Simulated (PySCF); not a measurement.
Precursor series Zn OH-SH. Isolated molecules, 0 K electronic values unless said otherwise. One relaxed conformer stands for each flexible species; it need not be the lowest.

The HOMO from two functionals at the same geometries (r2SCAN-D4/def2-SVP), both in PySCF: PBE-D3(BJ)/def2-TZVP and TPSSh-D3(BJ)/def2-TZVP. 

| species | TPSSh-D3(BJ)/def2-TZVP (eV) |
|---|---|
| 0 of 2 OH replaced by SH ([Zn(OH)2]) | -7.47 |
| 1 of 2 OH replaced by SH ([Zn(OH)(SH)]) | -6.83 |
| 2 of 2 OH replaced by SH ([Zn(SH)2]) | -6.88 |

**Question.** What does PBE-D3(BJ)/def2-TZVP give for each?

**Answer.** 
- 0 of 2 OH replaced by SH ([Zn(OH)2]): -6.76
- 1 of 2 OH replaced by SH ([Zn(OH)(SH)]): -6.27
- 2 of 2 OH replaced by SH ([Zn(SH)2]): -6.33
Over these rows, drawn at random from the members with no instability flagged (it was tested for open shells, ions and some series alone), PBE minus TPSSh-D3(BJ): mean +0.60 eV, from +0.55 eV to +0.71 eV.
